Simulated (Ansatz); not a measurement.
A structure relaxed at PBE-D4/def2-SVP in Ansatz, charge 1, doublet:

```xyz
5

Hg   -0.058    1.845    0.181
Hg   -2.254   -1.724   -2.325
Hg    1.221   -0.956    1.019
S     1.769    1.354    1.824
S    -0.678   -0.519   -0.698
```

Question: Give its formula and point group.

Answer: Hg₃S₂⁺. Point group C2v (tolerance 0.1 Å).

Question: Summarise the bond lengths by kind (pairs closer than 1.2 times the sum of covalent radii, bridged metal pairs left out).

Answer: 5 × Hg–S 2.51 to 2.60 Å.

In the def2 sets Hg takes a core potential; there is no spin–orbit coupling. Another isomer (doublet) lies 1.53 eV lower at PBE0-D4/def2-TZVP; other spin states weren't run for this one.
